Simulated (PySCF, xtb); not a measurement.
isotetrasilane (H10Si4), SMILES [SiH3][SiH]([SiH3])[SiH3].

GFN2-xTB (xtb 6.7.1) at its own geometry gives an orbital gap of 3.83 eV and a dipole moment of 0.26 D.

Coordinates come from a PBE0-D3(BJ)/def2-SVP optimisation.

Question: What does HF/def2-TZVP run with PySCF give? (The exact figures need the calculation; the answer reports its results.)

Answer: gap 13.28 eV (levels -10.44 and 2.84 eV), dipole 0.24 D.
